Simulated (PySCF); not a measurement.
Frontier orbitals and the lowest excitations

Species: C₄H₁₁ClSi₂.
Z-matrix (Å and degrees, GFN2-xTB geometry), rows numbered from 1:
```
Si
C   1  1.9037
Si  2  1.8956  1  116.10
C   3  1.9173  2  110.14  1    73.10
C   4  1.4797  3  110.67  2    67.48
C   5  1.3241  4  126.53  3  -102.12
Cl  6  1.7287  5  123.24  4    -1.84
H   1  1.4615  2  111.13  3   -60.54
H   1  1.4664  2  109.08  3   178.82
H   1  1.4658  2  109.01  3    59.91
H   2  1.0901  1  108.08  3  -121.94
H   2  1.0905  1  108.73  3   123.35
H   3  1.4679  2  111.39  1   -46.63
H   3  1.4721  2  110.37  1  -167.88
H   4  1.0887  3  109.72  2   -54.53
H   4  1.0894  3  108.48  2  -172.41
H   5  1.0817  4  116.22  3    75.60
H   6  1.0777  5  123.90  4   178.63
```

Computed, not measured: TDDFT PBE0/def2-SVPD, vertical, gas phase, core orbitals frozen in the response (PySCF 2.14.0, density-fitted response routines).

Frontier orbitals with the atoms that hold most of them (Löwdin shares over 4%, at most four atoms; ? is withheld):

| orbital | ε (eV) | atoms |
| --- | --- | --- |
| LUMO+2 | 0.55 | Si3 15%, Si1 10%, C2 10%, Cl7 8% |
| LUMO+1 | 0.42 | Si1 19%, Si3 15%, Cl7 9%, C2 7% |
| LUMO | -0.15 | ? |
| HOMO | ? | ? |
| HOMO-1 | -8.61 | C2 30%, Si1 17%, Si3 17%, H9 11% |
| HOMO-2 | -8.89 | Cl7 64%, C6 10%, Si1 6%, H8 4% |
| HOMO-3 | -9.04 | C2 21%, Si3 15%, Si1 14%, H13 9% |

Task: Which atoms hold the HOMO, and with what shares?

Result: C6 (bonded to C, Cl and H) 27%; C5 (bonded to 2 C and H) 24%; Cl7 (bonded to C) 24%; C4 (bonded to C, Si and 2 H) 10%. By element: carbon 61% or more, chlorine 24%.

Task: Which atoms hold the LUMO, and with what shares?

Result: C6 (bonded to C, Cl and H) 30%; C5 (bonded to 2 C and H) 27%; Cl7 (bonded to C) 9%; Si3 (bonded to 2 C and 2 H) 8%. By element: carbon 56% or more, chlorine 9%, silicon 8% or more.

Task: What is the HOMO energy, and the HOMO–LUMO gap?

Result: ε(HOMO) = -7.05 eV; the gap is 6.90 eV (0.2534 hartree).

Task: How does S1 compare with the orbital gap of 6.90 eV?

Result: S1 is at 6.29 eV (f = 0.263), 0.60 eV below the gap, made of HOMO→LUMO (91%). Without the coupling terms of the response equations the lowest excitation would equal the gap.

Task: Give energy, strength and leading configuration of S1 and S6, and follow the Löwdin shares of the leading atoms from the occupied to the empty orbital.

Result: 
- S1 (6.29 eV, f 0.263), HOMO→LUMO (91%): C6 27% → 30%, C5 24% → 27%
- S6 (7.22 eV, f 0.0050), HOMO-2→LUMO (71%): Cl7 64% → 9%, C6 10% → 30%, C5 at most 5% → 27%

One conformer stands for the species.
